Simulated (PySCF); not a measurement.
Precursor series Mo OH-NH2. Isolated molecules, 0 K electronic values unless said otherwise. One relaxed conformer stands for each flexible species; it need not be the lowest.

Computed with PySCF with PBE-D3(BJ)/def2-TZVP // TPSS-D3(BJ)/def2-SVP. 

| species | charge on the central atom (Mulliken) (e) | coordination number | LUMO (eV) | HOMO (eV) |
|---|---|---|---|---|
| 0 of 6 OH replaced by NH2 ([Mo(OH)6]) | 1.39 | 6 | -4.21 | -7.15 |
| 1 of 6 OH replaced by NH2 | 1.33 | 6 | -3.84 | -6.40 |
| 2 of 6 OH replaced by NH2 | 1.34 | 6 | -3.53 | -6.10 |
| 3 of 6 OH replaced by NH2 ([Mo(OH)3(NH2)3]) | 1.40 | 6 | -3.20 | -5.91 |
| 5 of 6 OH replaced by NH2 ([Mo(OH)(NH2)5]) | 1.55 | 6 | -2.72 | -5.07 |
| 6 of 6 OH replaced by NH2 ([Mo(NH2)6]) | 1.39 | 6 | -2.33 | -5.13 |
